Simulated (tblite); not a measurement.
Species: C₇H₁₃ClOSi.
Cartesian coordinates in Å at the GFN2-xTB level; atoms count from 1:
```
atom  x, y, z in Å
C1    -2.2725   -0.0624   -0.8567
C2    -1.1361    0.0876    0.1570
C3    -1.6463    0.8148    1.3709
O4    -1.2793    1.8413    1.8323
Cl5   -2.9693   -0.0553    2.1842
C6    -0.5504   -1.2827    0.5949
C7     0.9259   -1.2509    0.1887
C8     1.2920    0.2326    0.2118
Si9    2.9342    0.6563   -0.6492
C10    0.0601    0.8658   -0.4295
H11   -2.6191    0.9161   -1.1832
H12   -3.1107   -0.6018   -0.4236
H13   -1.9141   -0.6112   -1.7243
H14   -0.6389   -1.4059    1.6747
H15   -1.0890   -2.1029    0.1231
H16    1.5475   -1.8463    0.8558
H17    1.0422   -1.6438   -0.8234
H18    1.3302    0.5584    1.2569
H19    4.0212   -0.0445    0.0351
H20    2.8548    0.2051   -2.0414
H21    3.1461    2.1020   -0.6083
H22   -0.0158    1.9322   -0.2251
H23    0.0824    0.7224   -1.5107
```

Calculated harmonic vibrations of the isolated species, GFN2-xTB (tblite), most abundant isotopes, no scaling. Against measured fundamentals such values can be off by several per cent, at times by over 20. Modes of hydrogen on silicon can be 10 to 20 % off. One conformer, not necessarily the lowest.

Harmonic wavenumbers (cm⁻¹): 29.2, 34.7, 101.2, 115.0, 151.6, 184.8, 213.7, 235.2, 279.0, 324.5, 364.3, 397.9, 446.7, 458.0, 541.0, 553.6, 559.5, 645.0, 666.9, 772.5, 774.1, 783.5, 791.1, 831.7, 861.8, 890.4, 954.9, 960.5, 982.6, 1035.9, 1057.9, 1066.6, 1111.6, 1154.1, 1155.3, 1191.2, 1217.7, 1246.8, 1260.3, 1262.9, 1311.1, 1329.5, 1331.0, 1403.1, 1478.4, 1480.4, 1491.9, 1493.9, 1501.1, 1830.0, 2249.8, 2270.9, 2284.2, 2931.4, 2969.5, 2982.7, 2993.0, 3008.4, 3012.6, 3019.3, 3033.1, 3038.6, 3048.4.

A = 2022, B = 520.9, C = 495.8 MHz; mass 176.042 u (most abundant isotopes); point group C1, symmetry number 1.

What is the zero-point energy?

½Σν̃ = 39579 cm⁻¹ = 113.16 kcal/mol.

Entropy at 350 K, 1 bar (ideal gas, RRHO, classical rotation)?

Translation 42.23, rotation 31.28, vibration 44.81: S = 118.3 cal/(mol K).

And Cp and H(350 K) − H(0)?

Cp = 53.31 cal/(mol K), of which vibrations give 45.36 (their classical limit is 63 R = 125.2); H(350 K) − H(0) = 10.77 kcal/mol without the zero-point energy, 7.99 from vibrations.

Blend soft modes into free rotors: weight 1/[1 + (100 cm⁻¹/ν̃)⁴] for the oscillator and the rest for a rotor with moment μB/(μ + B), μ = h/(8π²ν), B = 10⁻⁴⁴ kg m². What vibrational entropy results?

40.45 cal/(mol K) in place of 44.81, which changes −T·S at 350 K by +1.53 kcal/mol.

What must be added to the electronic energy to get the Gibbs energy at 350 K and 1 bar?

ZPE + [H(350 K) − H(0)] − T·S = 113.16 + 10.77 − 41.41 = 82.52 kcal/mol.

Hindered rotation and anharmonicity are outside this model. Other conformers, if any are populated, would add a mixing term that is left out. The structure is chiral; the term R ln 2 for an equal mix with its mirror image is left out.
